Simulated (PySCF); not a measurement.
Work out the structure from these simulated measurements.

Elements present: C, Cl, H, O and Si. Monoisotopic mass: 178.0037 u.

- NMR, other nuclei: isotropic shieldings of nuclei other than C and H, by class: -337 (1 O), 415 (1 Si), 466 (1 Si), 732 (1 Cl) ppm [GIAO PBE0/pcSseg-1]
- Rotational structure: rotational constants A, B, C: 1.485, 0.475, 0.433 GHz [GFN2-xTB]
- Dipole: 2.24 D [PBE0/pcSseg-1]
- 1H NMR: chemical shifts (computed TMS as zero) by class: 6.67 (1 H), 4.41 (2 H), 3.54 (3 H), 3.50 (2 H), 2.18 (3 H) ppm [GIAO PBE0/pcSseg-1]
- 13C NMR: chemical shifts (computed TMS as zero) by class: 209.6 (1 C), 145.6 (1 C), 142.2 (1 C), 46.0 (1 C), 32.7 (1 C) ppm [GIAO PBE0/pcSseg-1]

Gas-phase values; electronic properties from PySCF, density fitting. Levels stand in brackets. Isolated species at its GFN2-xTB geometry (one conformer only). NMR values are class means; diastereotopic atoms form classes of their own.

**Question.** Which formula fits the mass and the elements?

**Answer.** C5H11ClOSi2 (calculated 178.0037). No other formula that holds each of these elements comes within 0.0003 u with a fitting electron parity and a possible valence count.

**Question.** What is the compound? Reason from the data.

**Answer.** Numbering: `[CH3:1][C:2](=[O:3])[CH2:4]/[CH:5]=[C:6](\[Cl:7])[SiH2:8][SiH3:9]`. Its formula, C5H11ClOSi2, gives 2 degrees of unsaturation: 0 rings and 2 π bonds in the structure found. 5 carbons fall into 5 classes; from least to most shielded: ketone carbonyl carbon [C2] (209.6 ppm), alkene CH carbon [C5] (145.6 ppm), vinylic C–Cl carbon [C6] (142.2 ppm), sp3 carbon next to a carbonyl [C4] (46.0 ppm), methyl carbon next to a carbonyl [C1] (32.7 ppm). Hydrogen classes from least to most shielded: 1 H on an alkene CH carbon, C5 (6.67 ppm), 2 H on an SiH2 silicon, Si8 (4.41 ppm), 3 H on an SiH3 silicon, Si9 (3.54 ppm), 2 H on an sp3 carbon next to a carbonyl, C4 (3.50 ppm, a mean of values up to 1.2 ppm apart in this geometry), 3 H on a methyl carbon next to a carbonyl, C1 (2.18 ppm). The other shieldings belong to: -337 ppm, ketone oxygen [O3]; 415 ppm, SiH2 silicon [Si8]; 466 ppm, SiH3 silicon [Si9]; 732 ppm, vinyl chlorine [Cl7]. The optimised geometry has point group C1 and is an asymmetric top. Structure: `CC(=O)C/C=C(\Cl)[SiH2][SiH3]`. Computed isomers that give other values at the same levels: `C=C(C)[C@@H]1C[SiH2]O[Si@@H]1Cl` (13C chemical shifts (computed TMS as zero) by class: 154.7 (1 C), 116.7 (1 C), 39.3 (1 C), 24.2 (1 C), 16.7 (1 C) ppm); `OCCC1=C(CCl)[SiH2][SiH2]1` (13C chemical shifts (computed TMS as zero) by class: 178.5 (1 C), 168.2 (1 C), 64.2 (1 C), 48.1 (1 C), 41.7 (1 C) ppm); `C/C([SiH3])=C(\C=O)C[SiH2]Cl` (13C chemical shifts (computed TMS as zero) by class: 196.3 (1 C), 159.7 (1 C), 155.4 (1 C), 26.4 (1 C), 21.3 (1 C) ppm). The assignments are read from this structure; whether some other isomer fits the data as well wasn't checked.

The values belong to the conformer `[CH3:1][C:2](=[O:3])[CH2:4]/[CH:5]=[C:6](\[Cl:7])[SiH2:8][SiH3:9]`: C1–C2–C4–C5 166°, C2–C4–C5–C6 -106°, C5–C6–Si8–Si9 -110°.
